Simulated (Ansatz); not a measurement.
# Molecular dynamics, step by step

GeH$_{5}$S (SMILES [SH2+][GeH3]) (charge +1), singlet, PBE0-D4/def2-SVP (Ansatz 0.2.0). Settings (timestep in fs, temperature in K; T counts 15 degrees of freedom):

```yaml
hamiltonian: {xc: pbe0, dispersion: d4}
md: {n_steps: 60, timestep: 1.0, temperature: 1000, ensemble: nve, seed: 379, initial_velocities: maxwell_boltzmann}
```

Start (the SMILES describes the start alone):

```csv
atom,x (Å),y (Å),z (Å)
S1,-0.2394,-1.3876,-0.4021
Ge2,0.3953,0.8783,-0.0913
H3,-0.0307,-1.7936,0.8633
H4,-1.5600,-1.2164,-0.2110
H5,-0.1131,1.5015,-1.3500
H6,-0.3312,1.2609,1.1629
H7,1.8792,0.7569,0.0283
```

| step | time (fs) | potential energy less the start (meV) | kinetic energy (meV) | T (K) |
| --- | --- | --- | --- | --- |
| 0 | 0.00 | 0.0 | 646.3 | 1000 |
| 4 | 4.00 | 258.6 | 393.3 | 609 |
| 8 | 8.00 | 453.8 | 201.1 | 311 |
| 12 | 12.00 | 289.7 | 360.9 | 558 |
| 16 | 16.00 | 218.6 | 431.7 | 668 |
| 20 | 20.00 | 487.4 | 168.5 | 261 |
| 24 | 24.00 | 340.0 | 310.7 | 481 |
| 28 | 28.00 | 299.9 | 356.0 | 551 |
| 32 | 32.00 | 269.9 | 380.9 | 589 |
| 36 | 36.00 | 427.2 | 228.0 | 353 |
| 40 | 40.00 | 225.8 | 428.6 | 663 |
| 44 | 44.00 | 144.0 | 507.0 | 785 |
| 48 | 48.00 | 360.0 | 293.5 | 454 |
| 52 | 52.00 | 460.8 | 195.3 | 302 |
| 56 | 56.00 | 148.2 | 499.4 | 773 |
| 60 | 60.00 | 242.6 | 410.3 | 635 |

Step 28, positions (Å) and forces (eV/Å):

| atom | x | y | z | Fx | Fy | Fz |
| --- | --- | --- | --- | --- | --- | --- |
| S1 | -0.210 | -1.335 | -0.388 | -1.012 | -0.182 | -2.228 |
| Ge2 | 0.390 | 0.855 | -0.087 | -0.087 | 0.639 | -0.454 |
| H3 | -0.331 | -1.798 | 0.803 | 0.010 | -0.819 | 2.246 |
| H4 | -1.589 | -1.202 | -0.518 | 0.766 | 0.022 | -0.069 |
| H5 | -0.295 | 1.370 | -1.293 | -0.479 | 0.299 | -0.919 |
| H6 | -0.300 | 1.373 | 1.103 | -0.199 | 0.154 | 1.158 |
| H7 | 1.840 | 0.771 | -0.340 | 1.001 | -0.113 | 0.266 |

Step 32, positions (Å) and forces (eV/Å):

```tsv
atom	x	y	z	Fx	Fy	Fz
S1	-0.219	-1.352	-0.391	-0.063	-0.742	0.796
Ge2	0.390	0.860	-0.087	-0.102	1.305	-0.628
H3	-0.172	-1.764	0.979	-0.687	0.361	-1.484
H4	-1.557	-1.144	-0.693	0.493	-0.322	0.771
H5	-0.308	1.475	-1.315	0.042	-0.197	0.067
H6	-0.296	1.400	1.178	0.354	-0.350	0.056
H7	1.892	0.770	-0.352	-0.036	-0.054	0.421
```

Step 56, positions (Å) and forces (eV/Å):

| atom | x | y | z | Fx | Fy | Fz |
| --- | --- | --- | --- | --- | --- | --- |
| S1 | -0.241 | -1.471 | -0.397 | -1.416 | 0.207 | 0.543 |
| Ge2 | 0.403 | 0.920 | -0.092 | 0.070 | -1.040 | 0.468 |
| H3 | -0.516 | -1.720 | 0.934 | 0.494 | 0.044 | -0.460 |
| H4 | -1.625 | -1.332 | -0.571 | 1.015 | 0.020 | -0.239 |
| H5 | -0.309 | 1.604 | -1.200 | -0.324 | 0.318 | -0.515 |
| H6 | -0.104 | 0.940 | 1.316 | -0.355 | 0.397 | 0.467 |
| H7 | 1.881 | 0.676 | -0.115 | 0.516 | 0.055 | -0.263 |

Last step (60):

S1  (-0.254, -1.488, -0.396)
Ge2  (0.407, 0.928, -0.089)
H3  (-0.382, -1.806, 1.027)
H4  (-1.539, -1.337, -0.751)
H5  (-0.322, 1.622, -1.184)
H6  (-0.210, 0.967, 1.272)
H7  (1.879, 0.694, -0.229)
(Å)

The run took about 64 s on 2 CPU threads of an Arm Neoverse V2 (shared host).
